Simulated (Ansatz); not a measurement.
Compare A (`[SiH3]/C=C\CCl`) with its isomer B (`CC(C)[Si]Cl`).

Gas-phase electronic energies from Ansatz, PBE0-D4/def2-TZVP geometries. CCSD(T)/CBS is the MP2 limit (def2-TZVPP, def2-QZVPP) plus CCSD(T) − MP2 in def2-TZVPP, frozen cores. DFT in def2-TZVPP. B3LYP here is the variant with VWN-RPA as its local correlation; programs differ in this. One conformer a species, not always the lowest.

Which is lower in electronic energy at CCSD(T)/CBS, and by how much? (An estimate is asked.)

Ansatz gave: B, by 24.4 kcal/mol.

Give E(B) − E(A) in kcal/mol with r2SCAN-D4, HF/def2-TZVPP, B3LYP-D4, PBE0-D4, MP2/def2-TZVPP, B2PLYP, CCSD/def2-TZVPP. (Best estimate.)

The calculation gave: r2SCAN-D4 -23.2, HF/def2-TZVPP -18.8, B3LYP-D4 -23.7, PBE0-D4 -25.8, MP2/def2-TZVPP -24.8, B2PLYP -23.0, CCSD/def2-TZVPP -24.4. None reverses the order clearly.

Does the order hold for the free energy at 298.15 K (harmonic terms from PBE0-D4)? (Estimate.)

Ansatz gave: Yes: G(B) − G(A) = -19.7 kcal/mol, for one conformer each. Modes under 60 cm⁻¹, often nearly free rotors, make the harmonic entropy too high.

Largest T1 diagnostic: 0.011.

The D4 term adds −1.4 kcal/mol with B3LYP and −0.7 kcal/mol with PBE0; it sums over pairs of atoms, weighted by their polarisabilities, and B3LYP, whose exchange is more repulsive, gets the larger term. From r2SCAN to r2SCAN0 (25 % exact exchange), in def2-TZVPP and without D4, E(B) − E(A) moves by −1.2 kcal/mol.
